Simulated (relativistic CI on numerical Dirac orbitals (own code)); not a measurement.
**Ti²⁺ in a cubic cluster: 2p photoemission with charge transfer**

Computed with a charge-transfer multiplet model of a cubic metal-ligand cluster with up to one ligand hole, Slater and spin-orbit integrals from Dirac-Coulomb-Breit ions, Slater integrals scaled by 0.9. The ground state mixes d2 with configurations of k ligand holes L, whose averages lie at kΔ + k(k − 1)U_dd/2; a core hole lowers each added d electron by U_cd. 300 K, Lorentzian 0.6 eV and Gaussian 0.8 eV FWHM.

Atomic integrals in eV (Slater integrals scaled, ζ unscaled), ground: F2dd 7.400, F4dd 4.602, zeta_d 0.013; with the core hole: F2dd 9.239, F4dd 5.798, zeta_d 0.027, zeta_core 3.743, F2cd 5.060, G1cd 3.685, G3cd 2.090.

Cluster parameters (eV): Δ = 5.1, U_dd = 4.5, 10Dq = 0.6, 10Dq(ligand) = 1, V(eg) = 1.75, V(t2g) = -0.77, final-state hopping factor = 1.

```json
{"Case": "U_cd = 3.7 eV", "n_d": "2.24", "d2": "0.76", "d3L": "0.24", "S": "1.00"}
{"Case": "U_cd = 4.9 eV", "n_d": "2.24", "d2": "0.76", "d3L": "0.24", "S": "1.00"}
{"Case": "U_cd = 5.5 eV", "n_d": "2.24", "d2": "0.76", "d3L": "0.24", "S": "1.00"}
{"Case": "U_cd = 6.1 eV", "n_d": "2.24", "d2": "0.76", "d3L": "0.24", "S": "1.00"}
{"Case": "U_cd = 7.3 eV", "n_d": "2.24", "d2": "0.76", "d3L": "0.24", "S": "1.00"}
```

Weights, n_d and S are thermal averages at 300 K. Binding energies count from the first peak over 30 % of the highest in each spectrum, which can be another peak from case to case. The parameters are a model scan and need not match a compound or its usual spin state. Peaks in eV (height, largest 100):
- U_cd = 3.7 eV: 0.0 (100), 4.0 (17), 6.0 (47)
- U_cd = 4.9 eV: 0.0 (100), 3.9 (20), 6.3 (47)
- U_cd = 5.5 eV: 0.0 (100), 3.7 (21), 6.3 (48), 14.1 (5)
- U_cd = 6.1 eV: 0.0 (100), 3.6 (23), 6.3 (49), 14.2 (7)
- U_cd = 7.3 eV: 0.0 (100), 3.5 (26), 6.5 (50), 8.4 (35), 14.6 (11)

For the case U_cd = 5.5 eV, Δ = 5.1 eV is larger than U_dd = 4.5 eV, the Mott-Hubbard side of the Zaanen-Sawatzky-Allen scheme. With the core hole the configuration with one ligand hole lies at Δ − U_cd = 1.4, 0.2, -0.4, -1.0, -2.2 eV from the one without, in the order of the table; where this is negative the screened configuration lies lower, though the effective hopping of about 3.7 eV (from the holes of the mixed ground state) mixes the two strongly wherever it is as large as the gap.

With at most 1 ligand hole the space is cut while the next configuration still counts, so covalency is underestimated, and a final configuration with one more ligand hole, which can lie low, is missing from the spectra.
